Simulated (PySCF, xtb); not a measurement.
H6O7Si2. Atoms are numbered in the order given.

```xyz
15

O      2.8593     0.4533     0.3479
Si     1.4213    -0.3427     0.4374
O      1.3921    -1.4691    -0.7597
O      1.2589    -0.9260     1.9641
O      0.1292     0.6752     0.2210
Si    -1.3853     0.4744    -0.3659
O     -1.8166     1.8367    -1.1803
O     -1.2855    -0.8923    -1.3097
O     -2.5604     0.1612     0.7338
H      3.2555     0.4548    -0.5283
H      0.5013    -1.5915    -1.1301
H      2.0478    -1.3289     2.3370
H     -1.0889     2.3461    -1.5486
H     -2.1142    -1.3542    -1.4704
H     -2.9222     0.9184     1.2027
```
Charge 0, spin multiplicity 1.

Geometry: PBE0-D3(BJ)/def2-SVP. One conformer was computed; it need not be the lowest.

Computed with C-PCM-B3LYP/def2-SVP (PySCF).

The values are the electrostatic part of the solvation free energy, E(continuum) − E(gas) at the gas-phase geometry, in a cavity of scaled van der Waals radii (PySCF's table); cavitation and dispersion terms are not included. In vacuum the orbital gap is 8.53 eV. The dipole moment in vacuum is 1.62 D.

```tsv
solvent	ε	ΔG(elec) (kcal/mol)	dipole (D)	gap (eV)
water	78.36	-16.0	1.93	9.02
cyclohexanone	15.62	?	?	?
ethylethanoate	5.99	-13.4	1.88	8.95
```

**Question.** Some entries are withheld; supply them. (The exact figures need the calculation; the answer reports its results.)

**Answer.** 
- cyclohexanone, ΔG(elec) (kcal/mol): -15.2
- cyclohexanone, dipole (D): 1.91
- cyclohexanone, gap (eV): 9.00

For comparison, GFN2-xTB/ALPB(water) (xtb, at the GFN2-xTB geometry, all terms of that model) gives -22.9 kcal/mol.
